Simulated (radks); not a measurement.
The numbers below are computed, except where a source is named.
All-electron atom: Kr II in [Ar] 3d10 4s2 4p5.

Code: a radial shooting solver on a logarithmic mesh with Libxc functionals. Model: scalar-relativistic Kohn-Sham, r2SCAN, spin-polarised, spherical densities, finite nucleus; open shells are filled with parallel spins first; meta-GGA in the generalised Kohn-Sham scheme; Fermi nuclear charge, rms radius 4.1884 fm.

Energy parts (hartree):
part                       energy
total                 -2790.19793
kinetic                2854.13204
electron-nucleus      -6714.98849
Hartree                1167.18605
exchange-correlation    -96.52753

Orbitals (lengths in bohr, moments of r in powers of bohr; r(90%) holds 90 % of the orbital's charge):
orbital  occ.  eigenvalue (hartree)  r(90%)   <1/r>       <r^4>
1s up       1             -522.0833  0.0742   36.76  0.00001389
1s down     1             -522.0789  0.0742   36.76  0.00001389
2s up       1             -69.49549   0.283   8.180    0.002721
2s down     1             -69.49461   0.283   8.180    0.002720
2p up       3             -61.41645   0.261   7.984    0.001974
2p down     3             -61.41313   0.261   7.984    0.001974
3s up       1             -10.38056   0.786   2.707      0.1636
3s down     1             -10.37678   0.786   2.706      0.1634
3p up       3              -7.77714   0.822   2.549      0.1955
3p down     3              -7.77253   0.822   2.549      0.1950
3d up       5              -3.48658   0.909   2.270      0.3091
3d down     5              -3.48051   0.907   2.272      0.3054
4s up       1              -1.30322    2.28  0.8604       11.62
4s down     1              -1.26044    2.29  0.8591       11.83
4p up       3              -0.75238    2.74  0.7231       23.94
4p down     2              -0.71237    2.77  0.7188       25.08

The highest occupied level is 4p down at -19.384 eV. Summed over all electrons, <r^2> = 31.35 bohr^2, which gives a Langevin (diamagnetic) susceptibility term of -24.8 x 10^-6 cm^3/mol. Spin moment in Bohr magnetons: 1. The electron density at the nucleus is 5.01e+04 e/bohr^3 (large components only). The spin density at the nucleus is 0.1728 e/bohr^3 (1s -0.2391, 2s 0.1239, 3s 0.2543, 4s 0.0337). The density falls to 0.001 e/bohr^3 at r = 3.71 bohr. For comparison, the ionisation energy in NIST's Atomic Spectra Database is 24.360 eV (measured). In exact Kohn-Sham theory the highest level is minus the ionisation energy, but local and semilocal functionals leave it too shallow, through self-interaction and a potential that decays too fast; potentials with the right tail come closer.
